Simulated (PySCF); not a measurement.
A computed series MH3(NH3)

Computed with PySCF 2.14.0, PBE0, def2-SVP on the ligands, density fitting, scalar-relativistic core potentials, no spin-orbit coupling, vacuum. Each member is relaxed from one template within its symmetry. Distances are means of the shortest metal–ligand contacts, charges and spins Mulliken's; removal energies are rigid, with the ligand's formal charge and no counterpoise, so too large; for an anion taken off a cation in vacuum most of it is the attraction of opposite charges, and multiply charged cations can part far more cheaply with an electron moved from ligand to metal. lcecp potentials hold a fixed number of 4f electrons in the core, out of states, spins and gaps.

```tsv
metal	basis on the metal	point group	M–H (Å)	M–NH3 (Å)	charge on M (e)	dipole (D)	removal of one H (eV)	strongest infrared band, degenerate modes summed (cm⁻¹)	unstable modes (below −25 cm⁻¹)
Y	def2-SVP with ECP28	C3v	2.007	2.452	0.74	5.73	9.05	1404	0
Ce	lcecp-1-SVP with ECP47	C3v	2.133	2.661	0.68	6.36	8.60	1314	0
Pm	lcecp-1-SVP with ECP50	C3v	2.092	2.581	0.59	5.75	8.75	1342	0
Gd	lcecp-1-SVP with ECP53	C3v	2.056	2.522	0.63	5.68	8.89	1368	0
Ho	lcecp-1-SVP with ECP56	C3v	2.024	2.468	0.53	5.47	9.03	1392	0
Tl	def2-SVP with ECP60	C3v	1.752	2.548	0.11	4.46	10.10	1751	0
```

**Question.** A further member has point group C3v, M–H (Å) 1.993, M–NH3 (Å) 2.426, charge on M (e) 0.51, dipole (D) 5.49, removal of one H (eV) 9.15, strongest infrared band, degenerate modes summed (cm⁻¹) 1418, unstable modes (below −25 cm⁻¹) 0. Which metal is it?

**Answer.** Yb, lcecp-1-SVP with ECP59. The answer isn't unique; the calculation gave this one.

From Ce to Yb the M–H distance shrinks by 0.14 Å, the lanthanide contraction, and the energy to remove one H rises by 0.55 eV.

One start shape was tried for each, so a minimum needn't be the lowest isomer.
